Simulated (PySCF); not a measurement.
Si(H)(SH) (H₂SSi), SMILES [SiH]S (connectivity only; charge and spin as stated), neutral, multiplicity 1.

Coordinates come from a PBE-D3(BJ)/def2-TZVP optimisation.

Calculation: TDDFT-LC-ωPBE/def2-TZVPD (PySCF).

Vertical excitations.  State labels are in the subgroup Cs.

```
state  symmetry  energy (eV)  λ (nm)      f                                                                      main pairs
-----  --------  -----------  ------  -----  ------------------------------------------------------------------------------
S1           A"         3.10     399  0.017                                                                  HOMO→LUMO 98 %
S2           A'         5.37     231  0.029                                                                HOMO−1→LUMO 86 %
S3           A"         5.44     228  0.002                                                                HOMO−2→LUMO 96 %
S4           A'         6.16     201  0.137                                              HOMO→LUMO+1 56 %, HOMO→LUMO+5 32 %
S5           A'         6.62     187  0.295                                                                HOMO→LUMO+2 82 %
S6           A"         7.02     177  0.019  HOMO−1→LUMO+1 33 %, HOMO−1→LUMO+6 19 %, HOMO−1→LUMO+2 16 %, HOMO−1→LUMO+7 13 %
S7           A"         7.44     167  0.021  HOMO−1→LUMO+1 39 %, HOMO−1→LUMO+2 22 %, HOMO−1→LUMO+5 12 %, HOMO−1→LUMO+6 12 %
S8           A'         7.45     166  0.089          HOMO→LUMO+6 27 %, HOMO→LUMO+3 25 %, HOMO→LUMO+5 15 %, HOMO→LUMO+7 11 %
S9           A'         7.65     162  0.050           HOMO→LUMO+6 33 %, HOMO→LUMO+7 33 %, HOMO→LUMO+5 14 %, HOMO→LUMO+1 9 %
S10          A"         7.95     156  0.003                            HOMO−3→LUMO 61 %, HOMO→LUMO+8 21 %, HOMO→LUMO+4 13 %
T1           A"         1.74     712      0                                                                  HOMO→LUMO 95 %
T2           A'         4.11     302      0                                                                HOMO−1→LUMO 95 %
T3           A'         4.58     271      0            HOMO→LUMO+5 42 %, HOMO→LUMO+1 29 %, HOMO→LUMO+7 9 %, HOMO→LUMO+2 9 %
T4           A"         4.88     254      0                                                                HOMO−2→LUMO 94 %
```
Triplets are in the Tamm–Dancoff approximation, which puts them higher than full response would, so one can lie above its singlet here.
